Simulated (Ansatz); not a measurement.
Reaction (ligand exchange at the Si–N bond): `C[SiH](C)[NH][GaH2]` + CH₃OH → `CO[SiH](C)C` + `[NH2][GaH2]`

Calculated with Ansatz (gas phase, PBE0-D4/def2-TZVP geometries, no zero-point term in ΔE). CCSD(T)/CBS is the MP2 limit (def2-TZVPP, def2-QZVPP) plus CCSD(T) − MP2 in def2-TZVPP, frozen cores. This one scheme is used for every species. DFT in def2-TZVPP. HSE06 is defined as in plane-wave codes. For Ga outer-core shells are correlated without core-valence functions, which leaves a few kJ/mol of doubt a bond. Scalar relativity is left out up to krypton. One conformer a species, not always the lowest.

```csv
species,HSE06 energy (Eh)
`C[SiH](C)[NH][GaH2]`,-2350.89281
CH₃OH,-115.63382
`CO[SiH](C)C`,-484.82570
`[NH2][GaH2]`,-1981.71552
```

Work out ΔE.

ΔE = (-484.82570) + (-1981.71552) − (-2350.89281) − (-115.63382) = -0.01459 Eh = -9.2 kcal/mol. CCSD(T)/CBS gives -8.7 kcal/mol.

Largest T1 diagnostic among the species: 0.014.

The D4 term adds +1.6 kcal/mol with B3LYP and +0.9 kcal/mol with PBE0; it sums over pairs of atoms, weighted by their polarisabilities, and B3LYP, whose exchange is more repulsive, gets the larger term. Leaving LDA and LC-ωPBE aside and taking each functional with its dispersion term where it has one, the values, not all of them listed here, spread over 2.7 kcal/mol, from CAM-B3LYP-D4 to revPBE-D4.

B3LYP here is the variant with VWN-RPA as its local correlation; programs differ in this.
